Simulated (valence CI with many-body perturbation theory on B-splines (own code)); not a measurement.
E1 line list for Sb36+

Calculated by valence CI with perturbative core correlation (CI+MBPT): five valence electrons over a frozen Dirac-Fock core [Ne], radial functions for each j: 11 s, 11 p, 10 d, 8 f, 5 g, 2 h, with the one-electron correlation potential Σ1 (screened to all orders), the two-electron term Σ2, the three-electron term Σ3, Breit, model QED; selected single and double excitations, second order for the rest, scaled by the run's own slope (own B-spline code, finite nucleus).

The last digits are not significant, and no measured levels were compared; by estimate large intervals hold to a few tenths of a per cent, small ones and those within an open d or f shell to about a per cent. Among the levels kept, up to 4300 cm⁻¹ of a level comes from second order outside the variational space, and about a tenth of that is noise between levels of different J, which matters for small intervals.

Lines 1 to 50 of 566 in falling wavelength, among levels below 3843.0 × 10³ cm⁻¹, chosen from the strongest by gf and those to the six lowest levels. Wavelengths and rates use the calculated energies. Electric multipoles are in the length gauge, E1 and E2 with the static RPA response of the core. Weak lines are less certain than strong ones. Lines between different terms over intervals too small for the method are left out, as are lines whose strength nearly cancels. Where a level lies close to another of its J and parity, the split of strength between their lines is uncertain. The highest levels of a list are the least certain.

Levels are named by their leading jj configuration (3d3/2^4 stands for four electrons in 3d with j = 3/2), which in mixed levels can hold well under half, so a name can repeat and another be missing. Letters in brackets count levels of one name in rising energy.

```csv
λ vac (Å),Upper,Lower,A (s⁻¹),S (a.u.)
274.5,(3s 3p1/2^2 3p3/2^2) J=1/2,(3s^2 3p3/2^3) J=3/2,3.34e+07,6.81e-04
264.8,(3s 3p1/2^2 3p3/2^2) J=3/2,(3s^2 3p3/2^3) J=3/2,6.28e+07,2.30e-03
178.5,(3s^2 3p1/2 3p3/2 3d3/2) J=5/2 [a],(3s^2 3p3/2^3) J=3/2,2.69e+07,4.54e-04
177.8,(3s^2 3p1/2 3p3/2 3d3/2) J=3/2 [a],(3s^2 3p3/2^3) J=3/2,5.28e+07,5.86e-04
161.8,(3s 3p1/2 3p3/2^3) J=3/2 [a],(3s^2 3p3/2^3) J=3/2,1.97e+08,1.65e-03
156.2,(3s^2 3p1/2^2 3d3/2) J=3/2,(3s^2 3p1/2 3p3/2^2) J=5/2,4.05e+08,3.05e-03
147.8,(3s^2 3p1/2 3p3/2 3d5/2) J=5/2 [a],(3s^2 3p3/2^3) J=3/2,1.05e+09,1.00e-02
145.5,(3s 3p1/2^2 3d5/2^2) J=9/2,(3s^2 3p1/2 3d5/2^2) J=9/2,1.86e+09,2.83e-02
145.4,(3s 3p1/2^2 3p3/2^2) J=5/2,(3s^2 3p1/2 3p3/2^2) J=5/2,1.69e+09,1.54e-02
144.9,(3s 3p1/2^2 3p3/2 3d5/2) J=9/2,(3s^2 3p1/2 3p3/2 3d5/2) J=9/2,2.33e+09,3.49e-02
140.5,(3s 3p1/2^2 3d3/2 3d5/2) J=9/2,(3s^2 3p1/2 3d3/2 3d5/2) J=9/2,1.90e+09,2.60e-02
138.1,(3s 3p1/2^2 3p3/2 3d3/2) J=7/2,(3s^2 3p1/2 3p3/2 3d3/2) J=7/2,2.68e+09,2.78e-02
135.7,(3s 3p1/2^2 3d5/2^2) J=9/2,(3s 3p1/2 3p3/2^2 3d5/2) J=7/2 [b],3.05e+09,3.76e-02
133.7,(3s 3p1/2 3p3/2^2 3d5/2) J=9/2 [b],(3s^2 3p3/2^2 3d5/2) J=7/2,2.80e+09,3.30e-02
133.6,(3s 3p1/2^2 3p3/2^2) J=5/2,(3s^2 3p1/2 3p3/2^2) J=3/2,3.15e+09,2.23e-02
132.9,(3s 3p1/2^2 3p3/2 3d5/2) J=9/2,(3s^2 3p1/2 3p3/2 3d5/2) J=7/2 [a],5.76e+09,6.67e-02
132.3,(3s^2 3p1/2 3p3/2 3d3/2) J=5/2 [b],(3s^2 3p3/2^3) J=3/2,4.78e+08,3.28e-03
132.2,(3s 3p1/2 3p3/2^2 3d5/2) J=11/2,(3s^2 3p3/2^2 3d5/2) J=9/2,6.65e+09,9.10e-02
131.3,(3s 3p1/2^2 3d3/2^2) J=5/2,(3s^2 3p1/2 3d3/2^2) J=5/2,3.68e+09,2.46e-02
128.4,(3s^2 3p1/2 3p3/2 3d3/2) J=1/2 [b],(3s^2 3p3/2^3) J=3/2,1.50e+09,3.14e-03
125.0,(3s 3p1/2^2 3p3/2^2) J=1/2,(3s^2 3p1/2 3p3/2^2) J=1/2,8.49e+09,1.64e-02
124.2,(3s 3p1/2 3p3/2^3) J=3/2 [b],(3s^2 3p3/2^3) J=3/2,2.13e+08,8.04e-04
118.6,(3s 3p1/2^2 3p3/2 3d5/2) J=3/2 [a],(3s^2 3p1/2 3p3/2 3d5/2) J=5/2 [a],1.02e+10,3.37e-02
118.1,(3s^2 3p1/2^2 3d5/2) J=5/2,(3s^2 3p1/2 3p3/2^2) J=5/2,9.67e+08,4.72e-03
117.4,(3s^2 3p1/2 3p3/2 3d5/2) J=1/2 [a],(3s^2 3p3/2^3) J=3/2,1.11e+09,1.77e-03
117.1,(3s^2 3p1/2 3p3/2 3d5/2) J=5/2 [b],(3s^2 3p3/2^3) J=3/2,1.77e+09,8.43e-03
117.1,(3s 3p1/2^2 3d5/2^2) J=9/2,(3s 3p1/2 3p3/2^2 3d5/2) J=11/2,5.31e+09,4.21e-02
114.0,(3s 3p1/2 3p3/2^2 3d5/2) J=5/2 [g],(3s^2 3p3/2^2 3d5/2) J=5/2 [b],5.12e+09,2.25e-02
113.3,(3s 3p1/2^2 3p3/2 3d5/2) J=5/2 [a],(3s 3p1/2 3p3/2^3) J=3/2 [a],4.82e+09,2.07e-02
112.9,(3s 3p1/2^2 3d5/2^2) J=9/2,(3s 3p1/2 3p3/2^2 3d5/2) J=9/2 [b],3.19e+09,2.27e-02
112.6,(3s 3p1/2^2 3p3/2^2) J=3/2,(3s^2 3p1/2 3p3/2^2) J=5/2,8.57e+09,2.41e-02
110.5,(3s 3p1/2^2 3d3/2 3d5/2) J=5/2 [a],(3s 3p1/2 3p3/2^2 3d3/2) J=7/2 [a],5.20e+09,2.08e-02
110.2,(3s^2 3p1/2^2 3d5/2) J=5/2,(3s^2 3p1/2 3p3/2^2) J=3/2,1.71e+09,6.79e-03
109.6,(3s^2 3p1/2 3p3/2 3d5/2) J=3/2,(3s^2 3p3/2^3) J=3/2,3.14e+08,8.15e-04
109.6,(3p1/2^2 3p3/2^2 3d5/2) J=7/2,(3s 3p1/2 3p3/2^2 3d5/2) J=9/2 [b],1.25e+10,6.49e-02
109.4,(3s 3p1/2^2 3p3/2 3d5/2) J=7/2 [b],(3s^2 3p1/2 3p3/2 3d5/2) J=9/2,8.94e+09,4.62e-02
108.9,(3s 3p1/2^2 3p3/2 3d3/2) J=5/2 [b],(3s^2 3p1/2 3p3/2 3d3/2) J=7/2,9.40e+09,3.59e-02
108.8,(3s^2 3p1/2 3p3/2 3d5/2) J=5/2 [c],(3s^2 3p3/2^3) J=3/2,2.11e+09,8.04e-03
108.7,(3s 3p1/2^2 3d3/2 3d5/2) J=7/2 [b],(3s 3p1/2 3p3/2^2 3d3/2) J=9/2,1.72e+10,8.71e-02
105.5,(3s 3p1/2^2 3d3/2 3d5/2) J=3/2 [a],(3s 3p1/2 3p3/2^2 3d3/2) J=5/2 [a],1.10e+10,2.56e-02
105.4,(3s 3p1/2^2 3p3/2^2) J=3/2,(3s^2 3p1/2 3p3/2^2) J=3/2,3.78e+09,8.72e-03
102.7,(3s 3p1/2 3p3/2^3) J=3/2 [c],(3s^2 3p3/2^3) J=3/2,7.68e+09,1.64e-02
100.9,(3s 3p1/2 3p3/2^2 3d5/2) J=9/2 [c],(3s^2 3p3/2^2 3d5/2) J=9/2,4.83e+09,2.45e-02
100.1,(3s 3p1/2^2 3d5/2^2) J=9/2,(3s 3p1/2 3p3/2^2 3d5/2) J=7/2 [a],4.65e+09,2.30e-02
98.62,(3s^2 3p1/2 3p3/2 3d5/2) J=1/2 [b],(3s^2 3p3/2^3) J=3/2,2.83e+09,2.68e-03
97.45,(3p1/2^2 3p3/2^2 3d5/2) J=7/2,(3s 3p1/2 3p3/2^2 3d5/2) J=7/2 [a],1.22e+10,4.45e-02
93.40,(3s^2 3p1/2 3p3/2 3d3/2) J=5/2 [a],(3s^2 3p1/2 3p3/2^2) J=5/2,3.41e+08,8.23e-04
93.20,(3s^2 3p1/2 3p3/2 3d3/2) J=3/2 [a],(3s^2 3p1/2 3p3/2^2) J=5/2,5.71e+08,9.13e-04
88.72,(3s^2 3p1/2 3p3/2 3d3/2) J=7/2,(3s^2 3p1/2 3p3/2^2) J=5/2,1.27e+08,3.51e-04
88.61,(3s 3p1/2 3p3/2^3) J=3/2 [a],(3s^2 3p1/2 3p3/2^2) J=5/2,4.54e+08,6.24e-04
```
